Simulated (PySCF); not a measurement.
Core-level binding energies of `N[SiH2]B(F)F`

Species: BF₂H₄NSi.
SMILES with atom numbers: `[NH2:1][SiH2:2][B:3]([F:4])[F:5]`

The calculation used delta-SCF UKS SCAN, pcX-2 on the ionised atom, pcseg-1 elsewhere, spin-free X2C in PySCF 2.14.0. Binding energies are ΔSCF values: E(core-ionised, relaxed orbitals) − E(ground state) at a fixed geometry, referred to the vacuum level.

Question: What binding energy does each computed site have?

Answer: 
```csv
atom(s),environment,level,binding energy (eV),2p1/2 (eV),count
Si2,SiH2 silicon,Si 1s,1846.90,–,1
F4/F5,boron-bound fluorine,F 1s,693.57,–,2
N1,silicon-bound nitrogen,N 1s,404.94,–,1
Si2,SiH2 silicon,Si 2p3/2,107.08,107.71,1
```

Question: Give the binding energy of F 1s of F4/F5 in hartree and in kJ/mol.

Answer: 693.57 eV = 25.4882 Eh = 66919 kJ/mol.

Question: What is the longest wavelength that can ionise F 1s of F4/F5 vertically?

Answer: λ = hc/E = 12398.42 eV Å / 693.57 eV = 17.876 Å.

One atom of each set of topologically equivalent atoms was ionised and stands for the set; in this conformer not all members are related by symmetry, and their own values weren't computed. Not every level is listed. The 2p values aren't plain energy differences: one relaxed spin-free 2p hole is combined with a matrix within the shell (ground-state 2p orbital-energy differences and spin–orbit coupling). 2p3/2, the mean of its two sublevels, lies a third of the splitting below the shell's mean and 2p1/2 two thirds above it; the statistical areas are 2:1. 2p1/2 minus 2p3/2 (ligand field included): Si 0.62 eV. No level of boron is listed. Geometry: PBE0-D3(BJ)/def2-SVP, one conformer, isolated molecule.

The values belong to the conformer `[NH2:1][SiH2:2][B:3]([F:4])[F:5]`: N1–Si2–B3–F4 12°, H–N1–Si2–B3 -36°, H–N1–Si2–B3 178°.
